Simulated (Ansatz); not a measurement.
Ansatz (an electronic-structure program) input (B3LYP/def2-TZVPD):

Ansatz 0.2 input:
```yaml
crystal:
  periodic: [false, false, false]
  atoms:
    - {symbol: Si, position_ang: [-0.09830585, -0.70167196, 0.04124274]}
    - {symbol: C, position_ang: [-1.77214234, -1.47441362, 0.26439802]}
    - {symbol: C, position_ang: [1.29607015, -1.92361908, -0.06466908]}
    - {symbol: Br, position_ang: [0.28822484, 0.67217969, 1.76981612]}
    - {symbol: Br, position_ang: [-0.12155787, 0.51742944, -1.83973874]}
    - {symbol: H, position_ang: [-2.54615984, -0.70920637, 0.31946381]}
    - {symbol: H, position_ang: [-1.99469329, -2.13418457, -0.57656907]}
    - {symbol: H, position_ang: [-1.79453647, -2.05859740, 1.18650436]}
    - {symbol: H, position_ang: [1.14276306, -2.59352776, -0.91306261]}
    - {symbol: H, position_ang: [1.34291987, -2.51794059, 0.85001082]}
    - {symbol: H, position_ang: [2.24907776, -1.41125909, -0.19482748]}
basis:
  gaussian:
    orbitals: def2-TZVPD
hamiltonian:
  xc: {name: B3LYP}
total_charge: 1
magnetization: {spin_polarized: true, initial_magnetization: 1}
```

Output:

```
Functional definition: B3LYP
integrals: 0.37 GiB planned
1855 factors; their error is unknown
0.38 GiB of the device are held for the grids
2.57 GiB of device memory are held for the factors and their scratch space
mean field: 2.52 GiB planned
mean field evaluation 1: about -150120.3364 eV, gradient 6.4e1 eV
mean field evaluation 2: about -150093.2510 eV, gradient 8.5e1 eV
mean field evaluation 4: about -150138.3206 eV, gradient 7.5e0 eV
mean field evaluation 8: about -150138.5581 eV, gradient 1.3e-1 eV
mean field evaluation 16: about -150139.0423 eV, gradient 3.2e-3 eV
mean field evaluation 32: about -150139.1399 eV, gradient 2.3e-1 eV
mean field evaluation 64: about -150138.8034 eV, gradient 1.7e-1 eV
mean field evaluation 96: about -150138.7016 eV, gradient 7.3e0 eV
mean field -150139.15465565 eV, -5517.5121656208 hartree, gradient 9.7e-7 eV, S^2 0.753429; 14 other end points of the search recorded, 0 dependent functions left out
reference -150139.15495914 eV, -5517.5121767741 hartree; 51, 50 occupied and 234, 235 virtual orbitals, 1855 factors
Total energy: -150139.15495914 eV, -5517.5121767741 hartree
```

This state (charge 1, doublet) is run at the relaxed geometry of the species with charge 0 and multiplicity 1.
